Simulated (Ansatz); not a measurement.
Total energies of `Brc1cccc2cc3ccccc3cc12` from Ansatz at PBE0-D4/def2-SVP, gas phase (1 Eh = 27.2114 eV = 2625.5 kJ/mol). The reference geometry is relaxed at PBE0-D4/def2-SVP.

```xyz
24

Br    1.411   -1.956   -3.370
C     1.868   -0.732   -2.006
C     3.130   -0.201   -2.005
C     3.515    0.723   -0.997
C     2.633    1.091   -0.020
C     1.311    0.557    0.008
C     0.399    0.926    1.002
C    -0.899    0.411    1.043
C    -1.836    0.781    2.053
C    -3.100    0.256    2.061
C    -3.503   -0.671    1.059
C    -2.632   -1.051    0.074
C    -1.306   -0.527    0.030
C    -0.397   -0.898   -0.966
C     0.901   -0.383   -1.007
H     3.839   -0.490   -2.782
H     4.526    1.135   -1.016
H     2.926    1.802    0.756
H     0.715    1.639    1.769
H    -1.524    1.493    2.821
H    -3.809    0.547    2.840
H    -4.516   -1.080    1.082
H    -2.938   -1.763   -0.696
H    -0.712   -1.610   -1.732
```

```
                 state                     geometry  energy (Eh)
      charge 0 singlet                    reference  -3111.49142
      charge 1 doublet                    reference  -3111.22239
      charge 1 doublet  relaxed at PBE0-D4/def2-SVP  -3111.22528
     charge -1 doublet                    reference  -3111.51603
     charge -1 doublet  relaxed at PBE0-D4/def2-SVP  -3111.51989
free Br atom (doublet)                            –  -2573.49923
 free C atom (triplet)                            –    -37.76066
 free H atom (doublet)                            –     -0.50029
```

Question: Work out the vertical ionisation energy to the doublet.

Answer: E(charge 1 doublet) − E(charge 0 singlet) = -3111.22239 − (-3111.49142) = 0.26903 Eh = 7.32 eV. For comparison, −ε of the highest occupied level is 5.86 eV at this level, 1.46 eV less.

Question: Work out the vertical electron affinity, to the doublet.

Answer: E(charge 0 singlet) − E(charge -1 doublet) = -3111.49142 − (-3111.51603) = 0.02461 Eh = 0.67 eV. The basis lacks diffuse functions, which makes affinities too small.

Question: Give the fundamental gap IE − EA, the Mulliken electronegativity (IE + EA)/2 and the hardness (IE − EA)/2.

Answer: From the values in Eh: IE − EA = 0.26903 − 0.02461 = 0.24442 Eh = 6.65 eV; (IE + EA)/2 = 4.00 eV; (IE − EA)/2 = 3.33 eV. The HOMO–LUMO gap of the same run is 3.82 eV, 2.83 eV smaller than the fundamental gap.

Question: How much does the charge 1 doublet relax, and what is the adiabatic ionisation energy?

Answer: Relaxation: -3111.22239 − (-3111.22528) = 0.00289 Eh = 0.08 eV. Adiabatic ionisation energy: 0.26614 Eh = 7.24 eV, without zero-point energy. 

Question: How much does the charge -1 doublet relax, and what is the adiabatic electron affinity?

Answer: Relaxation: -3111.51603 − (-3111.51989) = 0.00386 Eh = 0.11 eV. Adiabatic electron affinity: 0.02847 Eh = 0.77 eV, without zero-point energy. 

Question: What is the binding energy per atom against free atoms?

Answer: Atoms: 1 × (-2573.49923) + 14 × (-37.76066) + 9 × (-0.50029) = -3106.65108 Eh. Binding: -3106.65108 − (-3111.49142) = 4.84034 Eh = 131.71 eV, or 5.49 eV for each of 24 atoms (no zero-point energy, no counterpoise term).

At PBE0-D4/def2-SVP the highest occupied level of the charge -1 doublet lies above zero (up to 0.78 eV). By energy differences its removal costs 0.67 eV (vertical, to the charge 0 singlet, at PBE0-D4/def2-SVP); self-interaction error and the lack of diffuse functions both raise the level. At PBE0-D4/def2-SVP the highest occupied level of the relaxed charge -1 doublet lies above zero (up to 0.57 eV). By energy differences its removal costs 0.77 eV (each at its own geometry, to the charge 0 singlet, at PBE0-D4/def2-SVP); self-interaction error and the lack of diffuse functions both raise the level.
